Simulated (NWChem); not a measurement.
C₃H₃F₃; SMILES CC(F)=C(F)F

Q: Give the equilibrium geometry at PBE0/def2-SVP (NWChem) as an XYZ file, with the point group.

A: point group Cs; any orientation.
```
9

C     -1.1645    -1.5190     0.0000
C      0.0283    -0.6423     0.0000
F      1.2110    -1.2673     0.0000
C      0.0271     0.6905     0.0000
F     -1.0723     1.4119     0.0000
F      1.1034     1.4359     0.0000
H     -2.0872    -0.9259     0.0000
H     -1.1623    -2.1702    -0.8889
H     -1.1623    -2.1702     0.8889
```
